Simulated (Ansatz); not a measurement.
`SC#C[TeH]` + `B1CS1` → `[TeH]B1CS1` + `C#CS`  (formal exchange of groups at a Te–C bond)

Gas-phase electronic energies from Ansatz, PBE0-D4/def2-TZVP geometries. CCSD(T)/CBS adds triple-zeta CCSD(T) − MP2 to the extrapolated MP2 energy (def2 sets, frozen cores). This one scheme is used for every species. DFT in def2-TZVPP. B3LYP here is the variant with VWN-RPA as its local correlation; programs differ in this. HSE06 is defined as in plane-wave codes. Elements past krypton have def2 core potentials. For Te outer-core shells are correlated without core-valence functions, which leaves a few kJ/mol of doubt a bond. Each species was taken in one conformer, which may not be the lowest.

`SC#C[TeH]`:

Cartesian coordinates in Å:
```
S -0.442 2.315 -0.496
C -0.008 0.721 -0.263
C 0.401 -0.399 -0.030
Te 1.142 -2.252 0.145
H -1.655 2.096 -1.044
H 0.562 -2.481 1.687
```

`B1CS1`:

```xyz
6

B     0.409   -0.619    0.499
C    -0.444    0.369   -0.302
S     1.413    0.505   -0.365
H     0.459   -1.545    1.232
H    -0.901    0.082   -1.245
H    -0.935    1.209    0.181
```

`[TeH]B1CS1`:

Z-matrix (Å, degrees):
```
C
B 1 1.531
S 1 1.857 2 61.2
H 1 1.086 2 120.8 3 -102.6
H 1 1.086 2 120.8 3 102.6
Te 2 2.101 1 149.1 3 -180.0
H 6 1.659 2 93.8 1 -0.0
```

`C#CS`:

```xyz
5

C    -1.085   -0.060   -0.619
C     0.026   -0.133   -0.163
S     1.607   -0.327    0.370
H    -2.071    0.014   -1.012
H     1.522    0.506    1.424
```

```csv
level,ΔE (kJ/mol),difference from CCSD(T)/CBS
LDA (SPW92),-78.2,1.3
PBE-D4,-75.4,4.1
revPBE-D4,-74.4,5.1
r2SCAN-D4,-76.0,3.5
B97M-V,-70.4,9.1
PBE0-D4,-78.1,1.4
B3LYP-D4,-73.1,6.4
r2SCANh-D4,-77.2,2.3
r2SCAN0-D4,-78.8,0.7
HSE06-D4,-78.0,1.5
BHLYP-D4,-75.7,3.8
CAM-B3LYP-D4,-72.9,6.6
ωB97X-V,-73.8,5.7
ωB97M-V,-74.9,4.6
PBE-QIDH,-79.1,0.4
PBE,-73.5,6.0
revPBE,-71.8,7.7
BLYP,-66.7,12.8
r2SCAN,-75.7,3.8
PBE0,-76.4,3.1
r2SCANh,-76.9,2.6
HSE06,-76.3,3.2
BHLYP,-71.9,7.6
CAM-B3LYP,-71.0,8.5
LC-ωPBE,-75.8,3.7
RPA@PBE/def2-TZVPP,-73.6,5.9
HF/def2-SVP,-81.1,-1.6
MP2/def2-SVP,-89.6,-10.1
CCSD/def2-SVP,-87.8,-8.3
CCSD(T)/def2-SVP,-87.4,-7.9
HF/def2-TZVPP,-71.2,8.3
SCS-MP2/def2-TZVPP,-75.7,3.8
CCSD/def2-TZVPP,-76.9,2.6
CCSD(T)/def2-TZVPP,-77.2,2.3
HF/def2-QZVPP,-69.9,9.6
MP2/def2-QZVPP,-81.2,-1.7
SCS-MP2/def2-QZVPP,-76.6,2.9
HF/CBS(def2),-69.7,9.8
MP2/CBS(def2),-82.6,-3.1
CCSD/CBS(def2),-79.2,0.3
CCSD(T)/CBS,-79.5,0
```

Largest T1 diagnostic among the species: 0.016.

Leaving LDA and LC-ωPBE aside and taking each functional with its dispersion term where it has one, the values spread over 8.7 kJ/mol, from PBE-QIDH to B97M-V. LDA lies −4.7 kJ/mol from PBE without D4. From BLYP to BHLYP (50 % exact exchange), in def2-TZVPP and without D4, ΔE moves by −5.3 kJ/mol.
